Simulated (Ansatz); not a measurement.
The same path of C2H8AlFSi (13 atoms, charge 0, multiplicity 1) was run twice with different band settings. The coordinate that changes most is the dihedral F1–C2–Al3–H8.

Level of theory: RKS PBE0-D4/STO-3G (Ansatz).

Relaxed end points:

```xyz
13
Properties=species:S:1:pos:R:3
F -2.145 1.281 0.604
C -0.818 0.790 0.576
Al -0.562 -0.964 1.413
C -0.318 0.692 -0.913
Si 1.288 -0.269 -0.909
H -0.168 1.551 1.071
H 0.246 -1.069 2.672
H -1.323 -2.133 0.866
H -0.209 1.680 -1.379
H -1.062 0.140 -1.503
H 1.566 -1.003 -2.120
H 1.094 -1.257 0.164
H 2.429 0.527 -0.526
```

```xyz
13
Properties=species:S:1:pos:R:3
F -2.146 1.280 0.602
C -0.819 0.790 0.576
Al -0.561 -0.964 1.414
C -0.317 0.692 -0.913
Si 1.289 -0.269 -0.909
H -0.169 1.551 1.072
H -1.323 -2.133 0.868
H 0.247 -1.068 2.672
H -0.208 1.681 -1.378
H -1.062 0.141 -1.504
H 1.565 -1.003 -2.120
H 1.095 -1.257 0.163
H 2.430 0.526 -0.527
```

Common settings: movable images 5; climbing image yes; spring 5.0 eV/Å²; optimiser quadratic models (default); start path IDPP; iteration limit 60; end points relaxed.

| run | force threshold |
| --- | --- |
| 1 | 0.05 eV/Å |
| 2 | 0.5 eV/Å |

Q: What does each run give, and how far can it be trusted?

A: Run 1: converged after 9 iterations, highest image 0.136 eV above the first end. A vibrational analysis at the climbing image gives one clearly imaginary mode, 69i cm⁻¹: a first-order saddle point.
Run 2: converged after 4 iterations, highest image 0.251 eV above the first end. The threshold of 0.5 eV/Å is loose, so the images may lie well off the minimum-energy path. The order of the stationary point at the top wasn't checked. Another band between the same ends, with other settings, climbed to 0.14 eV only, so this may not be the lowest route.
Limits of this set-up: minimal basis.
